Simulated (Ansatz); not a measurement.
Reaction (redistribution): `B[SiH](F)F` + `[CH3][Ga]([CH3])[BH]Cl` → `B[SiH](F)BCl` + `[CH3][Ga]([CH3])[F]`

Gas-phase electronic energies from Ansatz, PBE0-D4/def2-TZVP geometries. CCSD(T)/CBS adds triple-zeta CCSD(T) − MP2 to the extrapolated MP2 energy (def2 sets, frozen cores). Functionals use def2-TZVPP. HSE06 is defined as in plane-wave codes. For Ga outer-core shells are correlated without core-valence functions, which leaves a few kJ/mol of doubt a bond. Scalar relativity is left out up to krypton. One conformer a species, not always the lowest.

CCSD(T)/CBS gives +36.5 kJ/mol.

Q: Another level gave +23.6 kJ/mol. Which?
A. CAM-B3LYP-D4/def2-TZVPP
B. HF/def2-TZVPP
C. HSE06/def2-TZVPP
D. PBE/def2-TZVPP

A: C. HSE06 23.6, HF/def2-TZVPP 40.0, PBE 15.2, CAM-B3LYP-D4 29.7 kJ/mol.

Largest T1 diagnostic among the species: 0.014.

From r2SCAN to r2SCAN0 (25 % exact exchange), in def2-TZVPP and without D4, ΔE moves by +6.1 kJ/mol. At CCSD(T), def2-SVP lies −32.3 kJ/mol from the extrapolated value and def2-TZVPP −1.9 kJ/mol.
